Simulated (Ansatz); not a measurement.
`C=C[CH2][GeH2][F]` + `[InH3]` → `[F][GeH2][InH2]` + `C=CC`  (formal exchange of groups at a Ge–C bond)

Gas-phase electronic energies from Ansatz, PBE0-D4/def2-TZVP geometries. CCSD(T)/CBS adds triple-zeta CCSD(T) − MP2 to the extrapolated MP2 energy (def2 sets, frozen cores). Functionals use def2-TZVPP. Elements past krypton have def2 core potentials. For Ge, In outer-core shells are correlated without core-valence functions, which leaves a few kJ/mol of doubt a bond. Scalar relativity is left out up to krypton. One conformer a species, not always the lowest.

```csv
level,ΔE (kcal/mol),difference from CCSD(T)/CBS
LDA (SPW92),-13.2,-0.4
BLYP-D4,-14.3,-1.5
r2SCAN0-D4,-13.3,-0.5
BHLYP-D4,-13.8,-1.0
ωB97M-V,-12.7,0.1
B2PLYP,-13.8,-1.0
PBE0,-14.6,-1.8
MP2/def2-SVP,-11.1,1.7
HF/def2-TZVPP,-13.3,-0.5
CCSD/CBS(def2),-13.2,-0.4
CCSD(T)/CBS,-12.8,0
```

Largest T1 diagnostic among the species: 0.014.

In def2-TZVPP, CCSD(T) changes the Hartree–Fock value by +1.8 kcal/mol (the triples alone add +0.4 kcal/mol) and MP2 by +2.2 kcal/mol. From BLYP to BHLYP (50 % exact exchange), in def2-TZVPP and without D4, ΔE moves by +1.9 kcal/mol. The D4 term adds +1.5 kcal/mol with B3LYP and +0.8 kcal/mol with PBE0; it sums over pairs of atoms, weighted by their polarisabilities, and B3LYP, whose exchange is more repulsive, gets the larger term.

B3LYP here is the variant with VWN-RPA as its local correlation; programs differ in this.
